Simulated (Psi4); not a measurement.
ClGa, charge +1, doublet, at a GFN2-xTB geometry (such geometries of metal compounds can be far from the true shape) (a state made from the parent by changing its charge; the spin is typed, not shown lowest); HF/6-31G* run with Psi4 1.11.

Psi4 was given this input:
```
memory 2 GB

molecule {
1 2
Ga   -0.00000000   -0.00000000   -0.77079887
Cl    0.00000000    0.00000000    1.40557440
}

set {
  basis 6-31g*
  reference uhf
}

energy('scf')
print_variables()
```

Task: What does Psi4 print? Leave out banner, timings and long lists.

Result: 
```
   => Loading Basis Set <=

    Name: 6-31G*
    Role: ORBITAL
    Keyword: BASIS

         ---------------------------------------------------------
                                   SCF
               by Justin Turney, Rob Parrish, Andy Simmonett
                          and Daniel G. A. Smith
                              UHF Reference
         ---------------------------------------------------------

  ==> Geometry <==

    Molecular point group: c2v
    Full point group: C_inf_v

    Geometry (in Angstrom), charge = 1, multiplicity = 2:

       Center              X                  Y                   Z               Mass
    ------------   -----------------  -----------------  -----------------  -----------------
         GA           0.000000000000     0.000000000000    -0.732525112814    68.925573500000
         CL           0.000000000000     0.000000000000     1.443848157186    34.968852682000

  Running in c2v symmetry.

  Rotational constants: A = ************  B =      0.15341  C =      0.15341 [cm^-1]
  Rotational constants: A = ************  B =   4599.18532  C =   4599.18532 [MHz]
  Nuclear repulsion =  128.138124956428072

  Charge       = 1
  Multiplicity = 2
  Electrons    = 47
  Nalpha       = 24
  Nbeta        = 23

  ==> Algorithm <==

  SCF Algorithm Type is DF.
  DIIS enabled.
  MOM disabled.
  Fractional occupation disabled.
  Guess Type is SAD.
  Energy threshold   = 1.00e-06
  Density threshold  = 1.00e-06
  Integral threshold = 1.00e-12

  ==> Primary Basis <==

  Basis Set: 6-31G*
    Blend: 6-31G*
    Number of shells: 20
    Number of basis functions: 54
    Number of Cartesian functions: 54
    Spherical Harmonics?: false
    Max angular momentum: 2

   => Loading Basis Set <=

    Name: (6-31G* AUX)
    Role: JKFIT
    Keyword: DF_BASIS_SCF

  ==> Integral Setup <==

  SCF_SUBTYPE=INCORE selected. In-core MEM_DF algorithm will be used.
  Using in-core AOs.

  ==> MemDFJK: Density-Fitted J/K Matrices <==

    J tasked:                   Yes
    K tasked:                   Yes
    wK tasked:                   No
    Algorithm:                 Core
    Schwarz Cutoff:           1E-12
    Mask sparsity (%):       2.1262
    Fitting Condition:        1E-10

   => Auxiliary Basis Set <=

  Basis Set: (6-31G* AUX)
    Blend: CC-PVDZ-JKFIT
    Number of shells: 83
    Number of basis functions: 339
    Number of Cartesian functions: 339
    Spherical Harmonics?: false
    Max angular momentum: 3

[...]
   @DF-UHF iter  11: -2381.65710749737127   -7.64294e-09   3.17185e-07 DIIS
  Energy and wave function converged.

  ==> Post-Iterations <==

   @Spin Contamination Metric:   6.876164790E-03
   @S^2 Expected:                7.500000000E-01
   @S^2 Observed:                7.568761648E-01
   @S   Expected:                5.000000000E-01
   @S   Observed:                5.000000000E-01

    Orbital Energies [Eh]
    ---------------------

    Alpha Occupied:

[...]
    Alpha Virtual:

[...]
    Beta Occupied:

[...]
    Beta Virtual:

[...]
      28A1    75.220821

    Final Occupation by Irrep:
             A1    A2    B1    B2
    DOCC [    13,    1,    5,    4 ]
    SOCC [     0,    0,    0,    1 ]
    NA   [    13,    1,    5,    5 ]
    NB   [    13,    1,    5,    4 ]

  @DF-UHF Final Energy: -2381.65710749737127

   => Energetics <=

    Nuclear Repulsion Energy =            128.1381249564280722
    One-Electron Energy =               -3560.5265324400888858
    Two-Electron Energy =                1050.7312999862899687
    Total Energy =                      -2381.6571074973708164

  UHF NO Occupations:
  HONO-2 :   12 A1 1.9996008
  HONO-1 :   13 A1 1.9970842
  HONO-0 :    5 B2 1.0000000
  LUNO+0 :   14 A1 0.0029158
  LUNO+1 :   15 A1 0.0003992
  LUNO+2 :    6 B1 0.0001000
  LUNO+3 :   16 A1 0.0000251

Computation Completed

Properties will be evaluated at   0.000000,   0.000000,   0.000000 [a0]

Properties computed using the SCF density matrix

 Multipole Moments:

 ------------------------------------------------------------------------------------
     Multipole            Electronic (a.u.)      Nuclear  (a.u.)        Total (a.u.)
 ------------------------------------------------------------------------------------

 L = 1.  Multiply by 2.5417464519 to convert [e a0] to [Debye]
 Dipole X            :          0.0000000            0.0000000            0.0000000
 Dipole Y            :          0.0000000            0.0000000            0.0000000
 Dipole Z            :         -2.9839636            3.4716918            0.4877281
 Magnitude           :                                                    0.4877281

 ------------------------------------------------------------------------------------

  Variable Map:
  ----------------------------------------------------------------------------
[...]
  Array Variable Map:
  ----------------------------------------------------------------------------
[...]
[...]
```
